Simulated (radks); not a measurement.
The numbers below are computed, except where a source is named.
Ionisation of the carbon ion C+, [He] 2s2 2p1, to [He] 2s2 as the strength of local exchange is varied. Level of theory: scalar-relativistic Kohn-Sham, Slater X-alpha exchange (alpha = 2/3 is LDA exchange), no correlation, spin-polarised, spherical densities, finite nucleus; open shells are filled with parallel spins first; Fermi nuclear charge, rms radius 2.4702 fm (a radial shooting solver on a logarithmic mesh with Libxc functionals).

alpha  E(C+) (hartree)  exchange (hartree)  IE (eV)  -e of the level emptied (eV)  <r> of it (bohr)
0.667        -36.73425            -4.09670   23.412                   16.704 (2p)             1.496
0.708        -36.98667            -4.36869   24.032                   17.303 (2p)             1.478
0.715        -37.02988            -4.41536   24.139                   17.406 (2p)             1.474
0.831        -37.75091            -5.19859   25.942                   19.160 (2p)             1.426
0.862        -37.94518            -5.41105   26.434                   19.642 (2p)             1.414
0.891        -38.12752            -5.61100   26.899                   20.098 (2p)             1.403
0.892        -38.13382            -5.61791   26.915                   20.113 (2p)             1.403
0.952        -38.51296            -6.03537   27.890                   21.073 (2p)             1.380

NIST Atomic Spectra Database: 24.383 eV (measured). The Delta-SCF value meets it near alpha = 0.73. Open shells are spherical and high-spin; term and fine-structure splittings are not resolved.
